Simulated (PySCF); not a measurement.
The same gas-phase reaction for F, Cl, Br, I:
- Hg + F₂ → HgF₂
- Hg + Cl₂ → HgCl₂
- Hg + Br₂ → HgBr₂
- Hg + I₂ → HgI₂

Computed with PySCF and rigid-rotor harmonic-oscillator thermochemistry at 1 bar. † marks an energy on the PBE0/def2-TZVP geometry and frequencies; other levels use their own. All species are closed-shell singlets. Hg, I: scalar-relativistic def2 core potential, no spin-orbit coupling. Br: all electrons, no relativistic terms.

ΔH°(298 K) in kJ, by level:

```csv
level,F,Cl,Br,I
ωB97M-V/def2-TZVP†,-376.6,-216.8,-193.2,[?]
PBE0/def2-SVP†,-334.3,-197.5,-161.3,[?]
r2SCAN/def2-TZVP†,-375.4,-213.4,-187.0,[?]
HF/def2-TZVP†,-378.2,-217.3,-195.2,[?]
PBE0/def2-QZVP†,-372.0,-204.9,-180.3,[?]
PBE/def2-SVP,-319.4,-177.1,-140.2,-98.8
```

### Question
Some entries are withheld; supply them.

### Answer

- ωB97M-V/def2-TZVP†, I: -148.2
- PBE0/def2-SVP†, I: -116.4
- r2SCAN/def2-TZVP†, I: -141.1
- HF/def2-TZVP†, I: -144.3
- PBE0/def2-QZVP†, I: -136.9
